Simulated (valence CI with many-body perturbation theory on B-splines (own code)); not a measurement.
**Hyperfine factors and g values of Nd XX**

Calculated by valence CI with perturbative core correlation (CI+MBPT): five valence electrons over a frozen Dirac-Fock core [Kr], radial functions for each j: 7 s, 7 p, 8 d, 6 f, 4 g, 1 h, with the one-electron correlation potential Σ1 (screened to all orders), the two-electron term Σ2, the three-electron term Σ3, Breit, model QED; selected single and double excitations, second order for the rest, scaled by the run's own slope (own B-spline code, finite nucleus).

No measured levels were compared; by estimate terms of the open shell hold to 2 to 4 % of their energy, and close levels can change places. Among the levels kept, up to 430 cm⁻¹ of a level comes from second order outside the variational space, and about a tenth of that is noise between levels of different J, which matters for small intervals. The list stops below the first excitations out of the core.

A/g_I is the dipole constant over the nuclear g factor μ/I (μ in nuclear magnetons, uniformly magnetised nucleus), B/Q the quadrupole constant per barn. Both hold the static response of the core; the bare values leave it out. Large factors of s and p1/2 electrons are usually good to 5 to 10 %; those of open d and f shells near neutrality can be off by tens of per cent, and small factors of p3/2, d and f electrons come from cancelling terms and can be off by a factor of two or in sign, in half-filled shells by more. B is blank for J = 1/2, where it vanishes, and for nearly pure S terms. Energies count from the lowest level.

Levels are named by their leading jj configuration (3d3/2^4 stands for four electrons in 3d with j = 3/2), which in mixed levels can hold well under half, so a name can repeat and another be missing. Letters in brackets count levels of one name in rising energy.

| Level | E (cm⁻¹) | g | A/g_I (MHz) | A/g_I bare | B/Q (MHz/b) | B/Q bare |
| --- | --- | --- | --- | --- | --- | --- |
| (4d3/2^4 4d5/2) J=5/2 [a] | 0.0 | 1.826 | -164 | 912 | 1270 | 1180 |
| (4d3/2^4 4d5/2) J=5/2 [b] | 35711 | 1.090 | 3250 | 3270 | 5470 | 5190 |
| (4d3/2^3 4d5/2^2) J=7/2 [a] | 55021 | 1.123 | 3890 | 3960 | 5870 | 5580 |
| (4d3/2^3 4d5/2^2) J=3/2 | 57344 | 1.306 | 3950 | 4290 | 5080 | 4840 |
| (4d3/2^3 4d5/2^2) J=11/2 | 58938 | 1.183 | 4460 | 4610 | -86.4 | -104 |
| (4d3/2^3 4d5/2^2) J=5/2 [a] | 63356 | 1.094 | 3830 | 3860 | 1870 | 1790 |
| (4d3/2^3 4d5/2^2) J=9/2 | 63449 | 1.163 | 4080 | 4210 | 5010 | 4770 |
| (4d3/2^3 4d5/2^2) J=1/2 | 68827 | 1.756 | -1830 | -847 |  |  |
| (4d3/2^3 4d5/2^2) J=7/2 [b] | 79022 | 1.209 | 3810 | 4000 | -1260 | -1190 |
| (4d3/2^3 4d5/2^2) J=5/2 [b] | 83358 | 1.233 | 3190 | 3420 | -224 | -217 |
| (4d3/2^2 4d5/2^3) J=7/2 [a] | 90851 | 1.161 | 4170 | 4290 | -5040 | -4800 |
| (4d3/2^2 4d5/2^3) J=11/2 | 91964 | 1.033 | 4950 | 4890 | 407 | 391 |
| (4d3/2^2 4d5/2^3) J=1/2 [a] | 95686 | 0.789 | 9680 | 9260 |  |  |
| (4d3/2^2 4d5/2^3) J=3/2 [a] | 96111 | 0.949 | 7610 | 7430 | -4870 | -4640 |
| (4d3/2^2 4d5/2^3) J=9/2 [a] | 97920 | 1.152 | 4030 | 4140 | -916 | -882 |
| (4d3/2^2 4d5/2^3) J=3/2 [b] | 101390 | 1.069 | 4500 | 4490 | 906 | 862 |
| (4d3/2^2 4d5/2^3) J=13/2 | 102080 | 1.075 | 5040 | 5050 | -4.49 | 3.02 |
| (4d3/2^2 4d5/2^3) J=5/2 [a] | 106620 | 1.013 | 5190 | 5110 | -1250 | -1170 |
| (4d3/2^2 4d5/2^3) J=9/2 [b] | 118500 | 1.108 | 4550 | 4600 | 731 | 697 |
| (4d3/2^2 4d5/2^3) J=7/2 [b] | 121540 | 0.994 | 6140 | 6030 | -424 | -401 |
| (4d3/2^2 4d5/2^3) J=5/2 [b] | 122770 | 1.056 | 5060 | 5030 | 662 | 623 |
| (4d3/2^2 4d5/2^3) J=3/2 [c] | 130420 | 0.766 | 8050 | 7610 | 284 | 285 |
| (4d3/2 4d5/2^4) J=5/2 [a] | 131380 | 1.159 | 2670 | 2790 | -2940 | -2790 |
| (4d3/2^2 4d5/2^3) J=7/2 [c] | 135350 | 1.076 | 5400 | 5400 | 2170 | 2070 |
| (4d3/2^2 4d5/2^3) J=1/2 [b] | 137370 | 1.911 | -2400 | -1200 |  |  |
| (4d3/2 4d5/2^4) J=7/2 [a] | 145190 | 1.194 | 3490 | 3660 | -8900 | -8470 |
| (4d3/2^2 4d5/2^3) J=9/2 [c] | 146580 | 1.096 | 4610 | 4640 | 3300 | 3160 |
| (4d3/2 4d5/2^4) J=11/2 | 150510 | 1.066 | 4940 | 4930 | -316 | -269 |
| (4d3/2 4d5/2^4) J=3/2 [a] | 157830 | 0.851 | 5740 | 5420 | -5080 | -4840 |
| (4d3/2 4d5/2^4) J=5/2 [b] | 166980 | 1.114 | 4430 | 4490 | 4180 | 3990 |
| (4d3/2 4d5/2^4) J=9/2 | 172380 | 1.110 | 4400 | 4450 | -8110 | -7720 |
| (4d5/2^5) J=5/2 | 176100 | 1.102 | 3830 | 3870 | -2900 | -2740 |
| (4d3/2 4d5/2^4) J=7/2 [b] | 182120 | 0.947 | 5930 | 5740 | 7580 | 7220 |
| (4d3/2^2 4d5/2^3) J=3/2 [d] | 187370 | 1.231 | 3970 | 4200 | -4250 | -4060 |
| (4d3/2 4d5/2^4) J=1/2 | 205990 | 0.872 | 230 | -51.5 |  |  |
| (4d3/2^2 4d5/2^3) J=5/2 [c] | 224860 | 1.185 | 3380 | 3540 | -6150 | -5860 |
| (4d3/2 4d5/2^4) J=3/2 [b] | 231680 | 0.881 | 8150 | 7870 | 7930 | 7550 |

(1) Take the isotope of mass number 145, with I = 7/2, μ = -0.656 μN and Q = -0.314 b. What is the hyperfine structure of (4d3/2^3 4d5/2^2) J=11/2?

## Answers

(1) From the table A = -835 MHz, B = 27.1 MHz. Shifts from the centre of gravity in MHz: F = 2: 19000, F = 3: 16500, F = 4: 13200, F = 5: 8970, F = 6: 3960, F = 7: -1890, F = 8: -8560, F = 9: -16100.
